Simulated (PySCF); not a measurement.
# Correlation energy of Cl²⁺ (chlorine, charge +2)

[Ne] 3s2 3p3, high-spin 4S determinant. Computed with PySCF 2.14 in pcseg-2 (5s4p2d1f, 34 functions), with no relativity, point nucleus. Frozen: [Ne]; 5 electrons correlated.

MP2 pair energies summed by pair of shells (mhartree):

```csv
pair,energy,share (%)
3s-3p,-60.21,66.6
3p-3p,-21.35,23.6
3s-3s,-8.79,9.7
```

Total MP2 correlation energy: -90.35 mhartree.

Same-spin part -24.26 and opposite-spin part -66.09 mhartree; SCS-MP2 scales them by 1/3 and 6/5 to -87.40 mhartree.

| level | correlation energy (mhartree) |
| --- | --- |
| CCSD | -111.18 |
| (T) | -2.99 |
| CCSD(T) | -114.17 |

Diagnostics: T1 = 0.0020, D1 = 0.0048, largest double amplitude 0.065.

Is a single reference adequate?

Yes: T1 lies below 0.03 and no double amplitude reaches 0.07.
